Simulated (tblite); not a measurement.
Input of a run (GFN2-xTB geometry optimisation, gas phase (tblite 0.8.0)), started from a force field or distance geometry:
```
{"job": {"kind": "relax", "xc": "GFN2-xTB", "basis": "xTB"}, "charge": 0, "multiplicity": 2}
C      2.640200     0.078800    -0.107000
N      1.686900    -0.784300    -0.212700
C      0.504800    -0.430300     0.560000
C     -0.604100    -1.338900     0.130800
C     -1.646500    -0.640900    -0.281300
C     -1.306300     0.736500    -0.174300
C     -2.131000     1.830700    -0.525200
N     -2.818000     2.718900    -0.803500
O     -0.022500     0.908300     0.352900
H      2.554500     1.005500     0.496800
H      3.578500    -0.082200    -0.641900
H      0.679100    -0.556400     1.632500
H     -0.540400    -2.421200     0.183000
H     -2.575900    -1.025000    -0.667000
```

Output (eV, eV/Å):
```
step      E/eV     max force
  0    -684.73878    3.191
  1    -684.85450    2.778
  2    -684.93014    1.252
  3    -684.93452    1.785
  4    -684.96211    0.576
  5    -684.97204    0.385
  6    -684.98356    0.368
  7    -684.99520    0.175
  8    -684.99792    0.145
  9    -685.00084    0.113
 10    -685.00218    0.123
 11    -685.00418    0.136
 12    -685.00591    0.125
 13    -685.00741    0.116
 14    -685.00869    0.131
 15    -685.01044    0.127
 16    -685.01293    0.178
 17    -685.01610    0.214
 18    -685.01954    0.182
 19    -685.02306    0.140
 20    -685.02679    0.145
 21    -685.03129    0.170
 22    -685.03650    0.193
 23    -685.04249    0.237
 24    -685.05020    0.240
 25    -685.05877    0.303
 26    -685.06361    0.309
 27    -685.06850    0.647
 28    -685.07697    0.197
 29    -685.08197    0.129
 30    -685.09195    0.177
 31    -685.09537    0.185
 32    -685.09951    0.163
 33    -685.10272    0.158
 34    -685.10448    0.129
 35    -685.10593    0.118
 36    -685.10691    0.101
 37    -685.10819    0.131
 38    -685.10959    0.117
 39    -685.11163    0.110
 40    -685.11362    0.095
 41    -685.11531    0.097
 42    -685.11644    0.108
 43    -685.11725    0.073
 44    -685.11758    0.335
 45    -685.11867    0.141
 46    -685.11965    0.055
 47    -685.12084    0.114
 48    -685.12179    0.137
 49    -685.12286    0.091
 50    -685.12364    0.054
 51    -685.12421    0.057
 52    -685.12458    0.034
 53    -685.12482    0.029
 54    -685.12498    0.050
 55    -685.12513    0.053
 56    -685.12523    0.040
 57    -685.12529    0.027
 58    -685.12535    0.022
 59    -685.12540    0.016
 60    -685.12545    0.013
 61    -685.12547    0.010
 62    -685.12549    0.008
```

Question: Summarise the run.

Answer: The energy falls by 0.387 eV over 62 L-BFGS steps, the largest force on an atom goes from 3.19 to 0.008 eV/Å, and the atoms move by 0.401 Å rms after alignment. Among the bonds, C1=N2 and C6–O9 change most and about equally (-0.039 to -0.038 Å). Bonds longer at the end by more than 0.005 Å: 2 of 14; shorter: 9. Among the angles that change most is C1–N2–C3, from 113.2° to 122.8°. Among the dihedrals that turn most is C1–N2–C3–O9, from 52° to -2°. The energy never rose by more than 1e-5 eV on the way. The first step brought 30 % of the lowering.

Question: What are the final bond lengths?

Answer: C1=N2 1.252 Å, N2–C3 1.430 Å, C3–C4 1.501 Å, C4=C5 1.356 Å, C5–C6 1.411 Å, C6–C7 1.385 Å, C7≡N8 1.154 Å, C6–O9 1.360 Å, C3–O9 1.427 Å, C1–H10 1.090 Å, C1–H11 1.080 Å, C3–H12 1.104 Å, C4–H13 1.070 Å, C5–H14 1.072 Å. Numbering counts from 1 in the input's order; the species is `C=N[C@@H]1C=C[C](C#N)O1` [radical].

Its GFN2-xTB frequencies are all real (lowest 68 cm⁻¹). 3 starts were optimised and ended at 0.00, 3.11 and 3.12 kcal/mol (GFN2-xTB); the lowest of these is shown.

One conformer stands for the species.

These are computed values.
